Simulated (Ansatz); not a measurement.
Consider the ligand exchange at the Si–Se bond: `CO[SiH](C)[SeH]` + H–F → `CO[SiH](C)F` + H₂Se.

Calculated with Ansatz (gas phase, PBE0-D4/def2-TZVP geometries, no zero-point term in ΔE). CCSD(T)/CBS adds triple-zeta CCSD(T) − MP2 to the extrapolated MP2 energy (def2 sets, frozen cores). This one scheme is used for every species. DFT in def2-TZVPP. For Se outer-core shells are correlated without core-valence functions, which leaves a few kJ/mol of doubt a bond. Scalar relativity is left out up to krypton. One conformer a species, not always the lowest.

CCSD(T)/CBS gives -19.6 kcal/mol.

Question: Another level gave -21.6 kcal/mol. Which?
A. HF/def2-TZVPP
B. ωB97M-V/def2-TZVPP
C. B2PLYP/def2-TZVPP
D. PBE/def2-TZVPP

Answer: B. ωB97M-V -21.6, B2PLYP -22.9, HF/def2-TZVPP -27.3, PBE -19.4 kcal/mol.

Largest T1 diagnostic among the species: 0.011.

In def2-TZVPP, CCSD(T) changes the Hartree–Fock value by +6.4 kcal/mol (the triples alone add +1.1 kcal/mol) and MP2 by +8.2 kcal/mol. The D4 term adds +2.8 kcal/mol with B3LYP and +1.6 kcal/mol with PBE0; it sums over pairs of atoms, weighted by their polarisabilities, and B3LYP, whose exchange is more repulsive, gets the larger term.

B3LYP here is the variant with VWN-RPA as its local correlation; programs differ in this.
